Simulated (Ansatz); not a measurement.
`C[SiH2][SiH2][TeH]` → `[SiH2]` + `C[SiH2][TeH]` at 400 K and 1 bar (silylene formation by 1,1-elimination).

Computed with Ansatz on PBE0-D4/def2-TZVP structures; ΔE is electronic, products minus reactants. CCSD(T)/CBS adds triple-zeta CCSD(T) − MP2 to the extrapolated MP2 energy (def2 sets, frozen cores). This one scheme is used for every species. def2 core potentials past Kr. For Te outer-core shells are correlated without core-valence functions, which leaves a few kJ/mol of doubt a bond. Each species was taken in one conformer, which may not be the lowest.

| species | CCSD(T)/CBS energy (Eh) | H − E (kJ/mol) | S (J/(mol·K)) |
| --- | --- | --- | --- |
| `C[SiH2][SiH2][TeH]` | -888.77366 | 244.5 | 438.9 |
| `[SiH2]` | -290.19011 | 44.2 | 218.1 |
| `C[SiH2][TeH]` | -598.49179 | 188.2 | 365.0 |

H − E and S are ideal-gas, rigid-rotor, harmonic terms from PBE0-D4/def2-TZVP, for one conformer and one mirror image of each species. 1 Eh = 2625.50 kJ/mol, R = 8.31446 J/(mol·K).

Question: By hand: ΔE, ΔH, ΔS and ΔG.

Answer: ΔE = (-290.19011) + (-598.49179) − (-888.77366) = 0.09176 Eh = 240.9 kJ/mol. Δ(H − E) = 44.2 + 188.2 − 244.5 = -12.1, so ΔH = 228.8 kJ/mol. ΔS = 218.1 + 365.0 − 438.9 = 144.2 J/(mol·K). ΔG = 228.8 − 400 × (144.2)/1000 = 171.1 kJ/mol.

Question: By hand: the equilibrium constant, and the temperature at which ΔG would vanish if ΔH and ΔS stayed fixed.

Answer: log₁₀ K = −ΔG/(RT ln 10) = -22.3. ΔG = 0 at ΔH/ΔS = 1587 K.

The number of gas molecules changes by +1, which sets the sign of ΔS. A doubt of 5 kJ/mol in ΔE shifts log₁₀ K by 0.7 here. Other conformers and mirror images would add mixing entropy, several J/(mol·K) or more a flexible species. Modes under 60 cm⁻¹, often nearly free rotors, make the harmonic entropy too high. These are equilibria of isolated gas molecules and say nothing of rates. Largest T1 diagnostic: 0.014 (customary marks: 0.02 for closed shells, 0.045 for open ones).
